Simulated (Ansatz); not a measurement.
A nudged elastic band was laid between two geometries of CH5AlBNO (10 atoms, charge 0, multiplicity 1).

Computed with RKS LDA/def2-SVP in Ansatz 0.2.0.

```yaml
movable_images: 5
climbing_image: yes
spring: 5.0 eV/Å²
optimiser: quadratic models (default)
start_path: IDPP
force_threshold: 0.05 eV/Å
iteration_limit: 60
end_points: relaxed
```

Image 0:

```xyz
10
Properties=species:S:1:pos:R:3
N -1.765 -1.673 0.308
B -0.413 -1.404 0.437
Al 0.512 0.410 -0.027
C 1.417 2.080 -0.313
O 1.362 1.118 -1.379
H -2.167 -2.578 0.573
H -2.461 -1.021 -0.064
H 0.290 -2.294 0.900
H 0.870 3.029 -0.512
H 2.439 2.281 0.080
```

Image 6:

```xyz
10
Properties=species:S:1:pos:R:3
N -1.765 -1.672 0.304
B -0.412 -1.405 0.437
Al 0.513 0.409 -0.024
C 1.417 2.079 -0.311
O 1.361 1.118 -1.377
H -2.459 -1.019 -0.069
H -2.168 -2.578 0.567
H 0.287 -2.294 0.902
H 0.869 3.029 -0.508
H 2.440 2.282 0.081
```

**Question.** What changes between the two ends?

**Answer.** No bond is made or broken. The dihedral H6–N1–B2–Al3 goes from -179 to 2°. The two ends are copies of one structure, up to a mirror image or an exchange of like atoms.

**Question.** What energy profile does the band end with?

**Answer.** The run converged. The highest image is number 3 of 0 to 6, 1.51 eV above the ends, which have the same energy within 2 meV. A vibrational analysis at the climbing image gives one clearly imaginary mode, 860i cm⁻¹: a first-order saddle point.

```csv
image,path coordinate (Å),energy (eV),dihedral H6–N1–B2–Al3 (°)
0,0.00,0.00,-179
1,0.71,0.09,-158
2,1.41,0.82,-135
3,2.12,1.51,-121
4,2.82,0.83,-75
5,3.51,0.07,-18
6,4.21,0.00,2
```

**Question.** What is the geometry of the highest image?

**Answer.** 
```xyz
10
Properties=species:S:1:pos:R:3
N -1.851 -1.440 -0.146
B -0.400 -1.478 -0.058
Al 0.584 0.375 0.042
C 1.399 2.129 0.281
O 1.289 1.590 -1.020
H -2.263 -1.950 0.656
H -2.147 -2.015 -0.956
H 0.258 -2.518 0.039
H 0.777 3.029 0.486
H 2.435 2.227 0.679
```

**Question.** What are the harmonic wavenumbers there?

**Answer.** 860i, 49, 70, 120, 242, 447, 503, 589, 607, 668, 680, 850, 966, 1025, 1073, 1105, 1166, 1403, 1426, 2422, 2946, 3031, 3361, 3428 cm⁻¹.

The run took 33 s on 2 threads of Intel(R) Xeon(R) Platinum 8488C (Sapphire Rapids), on a shared host, peak memory 0.14 GiB.
